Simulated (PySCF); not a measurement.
Species: C2H11BO2Si2.
Atom-mapped SMILES: `[CH3:1][O:2][B:3]([O:4][CH3:5])[SiH2:6][SiH3:7]` (hydrogens: H8, H9, H10 on C1; H11, H12, H13 on C5; H14, H15 on Si6; H16, H17, H18 on Si7)

Method: TDDFT CAM-B3LYP/def2-SVPD, vertical, gas phase, core orbitals frozen in the response (PySCF 2.14.0, density-fitted response routines). Isolated species at its PBE0-D3(BJ)/def2-SVP geometry (one conformer only). Torsions of this conformer, `[CH3:1][O:2][B:3]([O:4][CH3:5])[SiH2:6][SiH3:7]`: C1–O2–B3–O4 0°, O2–B3–O4–C5 -179°, O2–B3–Si6–Si7 -1°.

```
state  E (eV)  λ (nm)  ν̃ (cm⁻¹)       f  |μ| (D)   main configurations (H = HOMO, L = LUMO)
   S1    6.33   195.8      51060  0.0024     0.31                     H→L (49%), H→L+1 (43%)
   S2    7.19   172.4      58000   0.022     0.89                 H-1→L (46%), H-1→L+1 (42%)
   S3    7.23   171.4      58340   0.010     0.61        H→L+1 (39%), H→L (33%), H→L+2 (11%)
   S4    7.49   165.6      60390   0.182     2.53                    H→L+2 (52%), H→L+6 (8%)
   S5    7.56   164.1      60940   0.027     0.97                                H→L+4 (78%)
   S6    7.60   163.1      61310   0.051     1.33      H→L+6 (41%), H→L+5 (17%), H→L+2 (11%)
   S7    7.69   161.2      62050   0.029     0.99  H-2→L (37%), H-2→L+1 (24%), H-1→L+1 (10%)
   S8    7.84   158.2      63220   0.126     2.06    H-1→L+1 (21%), H-1→L (19%), H-2→L (17%)
   S9    7.91   156.7      63830  0.0040     0.37                 H-2→L+1 (56%), H-2→L (30%)
  S10    8.06   153.8      65020   0.291     3.09   H-1→L+2 (42%), H-1→L+6 (14%), H→L+3 (9%)
```

Triplets, Tamm–Dancoff:

| state | E (eV) | λ (nm) | main configurations (H = HOMO, L = LUMO) |
| --- | --- | --- | --- |
| T1 | 5.52 | 224.6 | H→L (37%), H→L+1 (33%), H-1→L (11%) |
| T2 | 6.37 | 194.7 | H-1→L (24%), H→L+4 (22%), H-1→L+1 (21%) |
| T3 | 6.63 | 186.9 | H-2→L (46%), H-2→L+1 (41%) |
| T4 | 6.70 | 185.0 | H→L+6 (62%), H→L+4 (9%) |

The lowest singlet lies at 6.33 eV (196 nm, vacuum ultraviolet) and is very weak; its leading configuration is HOMO→LUMO (49%). The strongest level in the table is S10 at 8.06 eV (154 nm, f = 0.291). It is the last of those listed, so stronger ones may follow. Löwdin shares by element: HOMO silicon 56%, boron 14%, oxygen 10% or more (atoms not listed hold the other 20%); LUMO boron 30%, silicon 19% or more, oxygen 17% (atoms not listed hold the other 34%). Of the 10 states listed, 8 reach f = 0.01 and none stays under 0.0005. Weighted by f, the mean energy of these states is 7.78 eV. The oscillator strengths of these states sum to 0.744; summed over the whole spectrum of an exact calculation they would give the number of electrons, 72 (Thomas–Reiche–Kuhn). All these states lie below the vertical ionisation energy of 9.66 eV (ΔSCF). The window holds the lowest 10 singlets.
